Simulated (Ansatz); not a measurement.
Consider the ligand exchange at the Si–O bond: `CO[Si](C)(N)O` + HBr → `C[Si](N)(O)Br` + CH₃OH.

Isolated molecules relaxed with PBE0-D4/def2-TZVP in Ansatz; ΔE leaves out vibrations. CBS: MP2 limit from def2 TZ/QZ plus the TZ coupled-cluster correction, frozen cores. This one scheme is used for every species. DFT in def2-TZVPP. For Br outer-core shells are correlated without core-valence functions, which leaves a few kJ/mol of doubt a bond. Scalar relativity is left out up to krypton. Each species was taken in one conformer, which may not be the lowest.

`CO[Si](C)(N)O`:

```xyz
15

C    -1.538   -0.565   -1.327
O    -1.330    0.199   -0.165
Si    0.095    0.234    0.659
C     1.458    0.976   -0.361
N     0.582   -1.337    1.106
O    -0.262    1.153    1.973
H    -2.612   -0.624   -1.516
H    -1.063   -0.101   -2.200
H    -1.146   -1.581   -1.215
H     2.373    1.090    0.227
H     1.690    0.360   -1.234
H     1.167    1.967   -0.716
H     1.550   -1.605    1.061
H     0.088   -1.856    1.814
H    -1.053    1.689    1.894
```

HBr:

```xyz
2

Br   -0.032   -0.707    0.060
H     0.032    0.707   -0.060
```

`C[Si](N)(O)Br`:

Cartesian coordinates in Å:
```
C 0.703 1.058 0.802
Si -0.140 -0.378 0.001
N -0.462 -0.032 -1.626
O -1.571 -0.800 0.674
Br 1.209 -2.169 0.314
H 1.633 1.304 0.284
H 0.949 0.829 1.840
H 0.048 1.933 0.780
H -1.044 -0.650 -2.169
H 0.223 0.433 -2.198
H -1.548 -1.527 1.298
```

CH₃OH:

Z-matrix (Å, degrees):
```
C
O 1 1.409
H 1 1.097 2 112.4
H 1 1.090 2 107.0 3 -118.5
H 1 1.097 2 112.4 3 123.0
H 2 0.959 1 108.5 3 -61.6
```

CCSD(T)/CBS gives +2.0 kJ/mol.

Question: Another level gave -7.6 kJ/mol. Which?
A. r2SCAN/def2-TZVPP
B. CCSD/def2-TZVPP
C. PBE/def2-TZVPP
D. B2PLYP/def2-TZVPP

Answer: C. PBE -7.6, B2PLYP 4.9, CCSD/def2-TZVPP 9.5, r2SCAN 0.0 kJ/mol.

Largest T1 diagnostic among the species: 0.011.
